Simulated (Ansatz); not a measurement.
Breaking a bond in H2Se (SeH2)

H2Se: 3 atoms, total charge 0, spin state singlet. As SMILES, `[H][Se][H]`. Geometry: a GFN2-xTB relaxation, a rough one for these elements and not checked as a minimum.

```csv
atom,x (Å),y (Å),z (Å)
Se,0.0056,-0.0078,-0.6697
H,1.0252,-0.0170,0.3422
H,-1.0308,0.0248,0.3275
```

The Se1–H2 distance is scanned; the parts on either side stay rigid. Basis STO-3G, 9 core orbitals frozen in the correlated methods; program Ansatz 0.2.0. FCI is exact within this basis and core. Energies in eV from each method's value at 1.436 Å; methods without a U are spin-restricted. The shape above is that at 1.436 Å.

```tsv
distance (Å)	SVWN5	revPBE	PBE0	B3LYP	r2SCAN0	HSE06	CCSDT	FCI
1.436	0.00	0.00	0.00	0.00	0.00	0.00	0.00	0.00
1.796	0.89	0.81	0.98	0.92	1.05	0.97	0.83	0.83
2.155	2.61	2.44	2.83	2.68	2.96	2.82	2.30	2.30
2.873	5.31	4.96	5.76	5.47	5.98	5.72	3.73	3.73
3.591	6.47	6.04	7.07	6.74	7.32	7.01	3.92	3.92
```

Departure from the FCI curve at its largest: SVWN5 +2.55 eV at 3.59 Å; revPBE +2.12 eV at 3.59 Å; PBE0 +3.15 eV at 3.59 Å; B3LYP +2.82 eV at 3.59 Å; r2SCAN0 +3.40 eV at 3.59 Å; HSE06 +3.09 eV at 3.59 Å; CCSDT within 0.005 eV. Restricted functionals keep the electrons paired too, and rise too high.
